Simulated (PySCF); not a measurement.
A GIAO shielding run with PySCF (density fitting, non-relativistic, gas phase) on `C1(C=C)=CCCCCC1`, C9H14:

```
$ OMP_NUM_THREADS=1 python probes_run.py task.json out

{"job": {"kind": "nmr", "xc": "PBE0", "basis": "pcSseg-1"}, "charge": 0, "multiplicity": 1}
C      3.275571    -0.860978     0.335217
C      2.503097     0.040367    -0.260892
C      1.047330     0.119449    -0.203482
C      0.464872     1.234561    -0.659168
C     -0.981418     1.620526    -0.612563
C     -1.728574     1.043276     0.589562
C     -2.162975    -0.406093     0.383290
C     -1.079391    -1.267975    -0.261231
C      0.305551    -1.067745     0.354892
H      2.885237    -1.661503     0.939787
H      4.347767    -0.821498     0.245830
H      2.976013     0.832954    -0.828524
H      1.108786     1.994760    -1.086134
H     -1.030438     2.712200    -0.567750
H     -1.483898     1.321995    -1.538484
H     -1.081754     1.118242     1.465327
H     -2.615583     1.649851     0.787266
H     -3.052648    -0.432406    -0.251178
H     -2.438584    -0.830471     1.352153
H     -1.018500    -1.054255    -1.329723
H     -1.367703    -2.317030    -0.158001
H      0.221175    -0.983226     1.442057
H      0.901315    -1.958015     0.144766
```

Hardware: 1 thread of an Arm Neoverse N1, shared host. The job also computes population analyses, field gradients, ring-centre shieldings.

Question: How large is the calculation?

Answer: 68 electrons, 223 basis functions and 1147 auxiliary functions.

Question: How long does it take, and how much memory does it need?

Answer: 73 s of wall time, with 14 SCF cycles and 5 response iterations; peak memory 1.1 GiB. Times on a shared host scatter by some tens of per cent.
